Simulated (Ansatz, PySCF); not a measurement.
System: C4H8N, net charge 0, doublet state. It need not be the lowest isomer of its formula. 
Geometry from a B3LYP-D3(BJ)/def2-TZVP (Ansatz, a quantum-chemistry and plane-wave program) optimisation:
```
C
H 1 1.0970
N 1 1.4541 2 113.95
H 3 1.0146 1 110.63 2 59.19
H 3 1.0146 4 106.99 1 120.57
C 1 1.5581 2 110.94 3 -131.15
H 6 1.0950 1 116.45 2 14.83
H 6 1.0976 7 107.92 1 -126.60
C 6 1.4968 7 117.49 8 -131.29
H 9 1.0809 6 132.80 7 59.07
C 9 1.4968 10 132.80 6 -172.49
H 11 1.0950 9 117.49 10 -59.07
H 11 1.0976 12 107.92 9 -131.29
```
Charge 0, spin multiplicity 2.

Total electronic energies in hartree. Cores are frozen in the correlated levels unless marked. UHF or UKS for open shells. No spin-orbit coupling. No relativistic terms. CBS(X,Y): correlation extrapolated as X^-3; Hartree-Fock from the larger set. The bracket is a focal-point correction in the basis named.

```json
[
 {"level": "HF/STO-3G", "program": "Ansatz", "energy (Eh)": "-207.94303"},
 {"level": "HF/def2-TZVPD", "program": "PySCF", "energy (Eh)": "-210.57144"},
 {"level": "HF-D3(BJ)/def2-TZVPD", "program": "PySCF + dftd3", "energy (Eh)": "-210.64628"},
 {"level": "PBE/def2-TZVPD", "program": "Ansatz", "energy (Eh)": "-211.69144"},
 {"level": "B3LYP/def2-TZVPD", "program": "Ansatz", "energy (Eh)": "-211.97946"},
 {"level": "PBE0/def2-TZVPD", "program": "Ansatz", "energy (Eh)": "-211.72111"},
 {"level": "TPSSh-D3(BJ)/def2-TZVPD", "program": "PySCF + dftd3", "energy (Eh)": "-212.00218"},
 {"level": "TPSSh-D4/def2-TZVPD", "program": "PySCF + dftd4", "energy (Eh)": "-212.00251"},
 {"level": "B2GP-PLYP-D3(BJ)/def2-TZVPD", "program": "Ansatz + dftd3", "energy (Eh)": "-211.73455"},
 {"level": "B2PLYP/def2-TZVPD", "program": "Ansatz", "energy (Eh)": "-211.77241"},
 {"level": "MP2/6-31G", "program": "Ansatz", "energy (Eh)": "-210.84353"},
 {"level": "MP2/6-31G*", "program": "Ansatz", "energy (Eh)": "-211.14524"},
 {"level": "SCS-MP2/STO-3G", "program": "Ansatz", "energy (Eh)": "-208.19474"},
 {"level": "CCSD(T)/cc-pVDZ", "program": "Ansatz", "energy (Eh)": "-211.29203"},
 {"level": "RI-MP2/CBS(cc-pVTZ,cc-pVQZ)+[CCSD(T)-MP2]/cc-pVTZ", "program": "Ansatz", "energy (Eh)": "-211.6232"}
]
```

Totals of different functionals don't rank their quality; only differences between species are comparable.
